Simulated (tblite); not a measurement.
C6H10F2Si.
Atom-mapped SMILES: `[CH2:1]=[CH:2][CH2:3][Si@H:4]([F:5])[CH2:6]/[CH:7]=[CH:8]/[F:9]` (hydrogens: H10, H11 on C1; H12 on C2; H13, H14 on C3; H15 on Si4; H16, H17 on C6; H18 on C7; H19 on C8)

Computed with GFN2-xTB (tblite), gas phase: L-BFGS steps from a force-field or distance-geometry start until the largest atomic force falls under 0.01 eV/Å.

Geometry at step 0:
```
atom  x, y, z in Å
C1      2.4910    1.2116    0.0758
C2      1.9086    0.2480    0.7934
C3      1.5703   -1.1201    0.2643
Si4    -0.2583   -1.5773    0.3374
F5     -0.3812   -3.1225   -0.1074
C6     -1.3263   -0.5669   -0.8250
C7     -1.5071    0.8812   -0.4514
C8     -2.6768    1.4198   -0.1114
F9     -2.7832    2.7161    0.1971
H10     2.7179    1.0806   -0.9696
H11     2.7269    2.1700    0.5252
H12     1.7118    0.4264    1.8605
H13     2.1245   -1.8597    0.8408
H14     1.8937   -1.2105   -0.7839
H15    -0.7652   -1.4727    1.7440
H16    -0.8793   -0.6050   -1.8114
H17    -2.2963   -1.0573   -0.8976
H18    -0.6394    1.5261   -0.4749
H19    -3.6414    0.9215   -0.0486
```

Q: Give the atomic forces at this geometry.

A: 
| atom | Fx (eV/Å) | Fy (eV/Å) | Fz (eV/Å) |
| --- | --- | --- | --- |
| C1 | -0.490 | -0.434 | 0.614 |
| C2 | 0.393 | 0.330 | -0.153 |
| C3 | 0.269 | 0.381 | -0.208 |
| Si4 | -0.106 | 0.202 | 1.416 |
| F5 | -0.038 | -0.108 | -0.043 |
| C6 | -0.460 | 0.702 | -0.116 |
| C7 | -0.640 | -0.191 | 0.084 |
| C8 | 0.454 | -0.748 | -0.272 |
| F9 | 0.015 | 0.384 | 0.111 |
| H10 | 0.020 | 0.043 | 0.039 |
| H11 | -0.025 | -0.225 | -0.205 |
| H12 | -0.006 | -0.202 | -0.577 |
| H13 | 0.084 | -0.042 | 0.031 |
| H14 | 0.131 | 0.106 | 0.260 |
| H15 | 0.147 | -0.202 | -0.603 |
| H16 | 0.081 | 0.044 | -0.319 |
| H17 | -0.124 | 0.106 | -0.029 |
| H18 | 0.027 | -0.143 | 0.004 |
| H19 | 0.265 | -0.004 | -0.033 |

The largest, 1.43 eV/Å, acts on Si4; the rms over all components is 0.346 eV/Å. The forces sum to zero within rounding, as they must for an isolated molecule in no field.

Q: Give the force on Si4 in Eh/bohr and in nN.

A: 1.434 eV/Å ÷ 51.422 = 0.02789 Eh/bohr, and 1.434 eV/Å × 1.602 = 2.30 nN.

Q: How far is this geometry from the end of the optimisation?

A: 0.111 eV above it, and 0.157 Å rms away after alignment. The bonds farthest from their final lengths, with half the difference of the two atoms' forces along the bond (positive lengthens):

```json
{"bond": "Si4–H15", "now (Å)": "1.499", "final (Å)": "1.456", "force along bond (eV/Å)": "-1.00"}
{"bond": "Si4–C6", "now (Å)": "1.874", "final (Å)": "1.909", "force along bond (eV/Å)": "+0.71"}
{"bond": "C6–C7", "now (Å)": "1.506", "final (Å)": "1.486", "force along bond (eV/Å)": "-0.39"}
{"bond": "C3–Si4", "now (Å)": "1.886", "final (Å)": "1.905", "force along bond (eV/Å)": "+0.23"}
{"bond": "C2–H12", "now (Å)": "1.100", "final (Å)": "1.082", "force along bond (eV/Å)": "-0.21"}
{"bond": "C1=C2", "now (Å)": "1.335", "final (Å)": "1.320", "force along bond (eV/Å)": "-0.67"}
```

The angle farthest from its final value is C3–Si4–H15, 110.3° against 114.4°.

Of the 6 listed bonds off by 0.010 Å or more, this force points towards the final length in 6.

The cost below is that of the whole relaxation. Time: 0.43 s. Hardware: one thread of an Arm Neoverse V2, on a shared host.
